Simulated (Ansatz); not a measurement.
`C[Si]([SiH3])Br` radical, relaxed with UKS PBE-D4/def2-SVP in Ansatz from a rough embedded geometry. The force threshold is 0.03 eV/Å; the program also tests the step.

Total charge 0; spin multiplicity 2.

Start:

```xyz
10

C    -1.605    0.255   -0.226
Si   -0.329   -0.949    0.159
Si    1.702   -0.014   -0.216
Br   -0.479   -1.593    2.197
H    -1.632    0.592   -1.253
H    -1.605    1.165    0.430
H    -2.641   -0.163   -0.063
H     2.818   -0.969   -0.013
H     1.943    1.239    0.635
H     1.828    0.439   -1.650
```

Problem. How much energy does the relaxation release, and in how many steps? (An estimate is asked.)

Solution. Computed: 0.33 eV, in 4 steps.

Problem. Which bonds change most? (Best estimate.)

Solution. The calculation gave: Si2–Br4 from 2.143 to 2.264 Å; C1–Si2 from 1.797 to 1.897 Å; Si2–Si3 from 2.267 to 2.355 Å; C1–H5 from 1.081 to 1.110 Å.

Problem. Give the relaxed structure. (An estimate is asked.)

Solution. The calculation gave: 
```xyz
10

C    -1.760    0.284   -0.226
Si   -0.322   -0.911    0.093
Si    1.815    0.019   -0.242
Br   -0.428   -1.611    2.244
H    -1.726    0.639   -1.277
H    -1.695    1.163    0.449
H    -2.733   -0.218   -0.054
H     2.851   -1.025    0.066
H     2.055    1.226    0.632
H     1.942    0.434   -1.685
```
